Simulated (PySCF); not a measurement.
Geometry:
```csv
atom,x (Å),y (Å),z (Å)
Si1,1.350,-1.149,0.700
H2,2.414,-2.051,1.254
C3,1.475,0.569,1.472
Si4,0.146,1.729,0.801
H5,0.264,3.086,1.430
C6,0.351,1.848,-1.072
Si7,0.208,0.155,-1.893
H8,0.376,0.276,-3.380
C9,1.535,-0.976,-1.170
C10,-1.486,-0.564,-1.476
Si11,-1.727,-0.734,0.388
H12,-3.079,-1.309,0.693
C13,-0.364,-1.849,1.067
C14,-1.543,0.973,1.173
H15,2.473,0.994,1.264
H16,1.382,0.492,2.569
H17,-0.417,2.525,-1.486
H18,1.333,2.295,-1.308
H19,1.470,-1.972,-1.642
H20,2.534,-0.572,-1.408
H21,-1.598,-1.553,-1.955
H22,-2.275,0.085,-1.893
H23,-0.453,-2.854,0.618
H24,-0.493,-1.972,2.156
H25,-1.677,0.892,2.266
H26,-2.341,1.641,0.804
```

Geometry: PBE0-D3(BJ)/def2-SVP; GIAO absolute shieldings from PySCF, gas phase, non-relativistic, averaged over equivalent atoms.

At wB97X-D/pcSseg-1 (278 basis functions):
| atoms | σ (ppm) |
| --- | --- |
| Si1/Si4/Si7/Si11 | 369.2 |
| H2/H5/H8/H12 | 26.51 |
| H15/H16/H17/H18/H19/H20/H21/H22/H23/H24/H25/H26 | 31.57 |
| C3/C6/C9/C10/C13/C14 | 185.8 |

Task: Estimate the result of repeating the calculation with PBE0/pcSseg-1.

Result: 
| atoms | σ at PBE0/pcSseg-1 | change |
| --- | --- | --- |
| Si1/Si4/Si7/Si11 | 369.3 | +0.1 |
| H2/H5/H8/H12 | 26.27 | -0.24 |
| H15/H16/H17/H18/H19/H20/H21/H22/H23/H24/H25/H26 | 31.34 | -0.23 |
| C3/C6/C9/C10/C13/C14 | 184.4 | -1.4 |

The largest change is at C3/C6/C9/C10/C13/C14 (carbon bonded to 2 Si, 2 H). Cost: 278 basis functions.
